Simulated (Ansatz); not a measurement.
Cu(PH3)(OH) (CuPOH4). Total charge 0; singlet. Geometry relaxed at B3LYP-D4/def2-TZVP.

Cartesian coordinates in Å:
```
Cu 0.191 0.738 0.570
P -0.228 -1.035 -0.579
H -1.517 -1.240 -1.110
H -0.066 -2.293 0.034
H 0.509 -1.291 -1.752
O 0.557 2.134 1.640
H 0.553 2.987 1.196
```

Question: Estimate the harmonic wavenumbers at RKS B3LYP-D4/def2-TZVP (Ansatz, unscaled). Is this a minimum?

Answer: 27i, 117, 121, 320, 447, 465, 630, 691, 1029, 1127, 1133, 2447, 2449, 2451, 3835 cm⁻¹. Yes, no mode is imaginary beyond noise. Zero-point energy 103.2 kJ/mol. Hardware: 4 threads of Intel Xeon on a shared host. Wall time 49 s.
